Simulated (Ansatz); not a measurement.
Start from `C[SiH2]CBr` and change one atom or group to get `O[SiH2]CBr`.

Ansatz, PBE0-D4/def2-TZVP geometries, multiplicity 1. Each molecule was computed in one conformer, which needn't be the lowest.

Scalar relativity is left out up to krypton. Spin–orbit coupling is left out; it splits and shifts lone-pair levels of the heavy atoms by tenths of an eV.

| property | `C[SiH2]CBr` |
| --- | --- |
| ideal-gas entropy at 298 K and 1 bar (rigid rotor, harmonic PBE0-D4/def2-TZVP) / J/(mol·K) | 346 |
| size of the dipole moment (ωB97M-V/def2-TZVPP) / D | 1.55 |
| LUMO energy (ωB97M-V/def2-TZVPP) / eV | 1.64 |
| LUMO energy (PBE/def2-TZVPP) / eV | -1.27 |
| HOMO energy (PBE/def2-TZVPP) / eV | -6.45 |
| HOMO energy (B3LYP/def2-TZVPP) / eV | -7.47 |

Task: Give the same properties after the change, and the shifts. (Best estimate.)

Result: Ansatz gave: 
```tsv
property	`O[SiH2]CBr`	shift
ideal-gas entropy at 298 K and 1 bar (rigid rotor, harmonic PBE0-D4/def2-TZVP) / J/(mol·K)	340	-6
size of the dipole moment (ωB97M-V/def2-TZVPP) / D	2.27	0.72
LUMO energy (ωB97M-V/def2-TZVPP) / eV	1.37	-0.27
LUMO energy (PBE/def2-TZVPP) / eV	-1.42	-0.15
HOMO energy (PBE/def2-TZVPP) / eV	-6.52	-0.07
HOMO energy (B3LYP/def2-TZVPP) / eV	-7.56	-0.09
```

With PBE0 the HOMO falls by 0.10 eV and the LUMO falls by 0.17 eV, so the gap narrows by about 0.07 eV. PBE moves the HOMO by -0.07 eV and ωB97M-V by -0.11 eV. The zero-point energy changes by -59.2 kJ/mol with -6 modes. Dipoles are sizes alone; their direction can turn.

B3LYP here is the variant with VWN-RPA as its local correlation; programs differ in this.
